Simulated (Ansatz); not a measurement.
The cluster Hf4 (the lowest singlet isomer of a short search), 4 atoms. Hardware: 4 threads of Arm Neoverse V1 on a shared host.

In the def2 sets Hf takes a core potential; there is no spin–orbit coupling.

Question: How many basis functions does each of these Ansatz runs have, and roughly what does it cost? r2SCANh-D4/def2-TZVP, charge 0 quintet, energy, from earlier orbitals; BLYP-D4/def2-TZVP, charge 0 quintet, energy, from earlier orbitals; PBE0-D4/def2-TZVP, charge 0 singlet, energy and forces, from earlier orbitals; PBE-D4/def2-SVP, charge 0 triplet, relaxation, 7 steps; PBE0-D4/def2-SVP, charge 0 quintet, energy with a search over starts; LDA (SPW92)/def2-TZVP, charge 0 quintet, energy, from earlier orbitals; r2SCAN-D4/def2-TZVP, charge 0 unrestricted singlet, energy, from earlier orbitals; BLYP-D4/def2-TZVP, charge 0 singlet, energy, from earlier orbitals; PBE0-D4/def2-SVP, charge 0 triplet, energy with a search over starts; r2SCAN-D4/def2-TZVP, charge 0 singlet, energy, from earlier orbitals; PBE0-D4/def2-SVP, charge 0 unrestricted singlet, energy with a search over starts; PBE-D4/def2-TZVP, charge 0 unrestricted singlet, energy, from earlier orbitals.

Answer: Other jobs shared the machine, so times can vary by a factor of up to 3. A dash marks memory too small to be measured apart from the calling script's.

```csv
run,functions,fitting or Cholesky vectors,wall time,peak host memory (GiB)
"BLYP-D4/def2-TZVP, charge 0 singlet, energy, from earlier orbitals",160,1380,3.3 s,–
"PBE0-D4/def2-TZVP, charge 0 singlet, energy and forces, from earlier orbitals",160,1448,6 s,–
"LDA (SPW92)/def2-TZVP, charge 0 quintet, energy, from earlier orbitals",160,1380,7 s,–
"r2SCAN-D4/def2-TZVP, charge 0 singlet, energy, from earlier orbitals",160,1380,8.5 s,–
"BLYP-D4/def2-TZVP, charge 0 quintet, energy, from earlier orbitals",160,1380,18 s,–
"PBE-D4/def2-TZVP, charge 0 unrestricted singlet, energy, from earlier orbitals",160,1380,20 s,–
"r2SCANh-D4/def2-TZVP, charge 0 quintet, energy, from earlier orbitals",160,1380,25 s,0.76
"PBE0-D4/def2-SVP, charge 0 quintet, energy with a search over starts",128,1388,39 s,0.66
"PBE-D4/def2-SVP, charge 0 triplet, relaxation, 7 steps",128,1256,42 s,–
"r2SCAN-D4/def2-TZVP, charge 0 unrestricted singlet, energy, from earlier orbitals",160,1380,56 s,0.67
"PBE0-D4/def2-SVP, charge 0 unrestricted singlet, energy with a search over starts",128,1388,2.5 min,0.7
"PBE0-D4/def2-SVP, charge 0 triplet, energy with a search over starts",128,1388,2.9 min,0.7
```
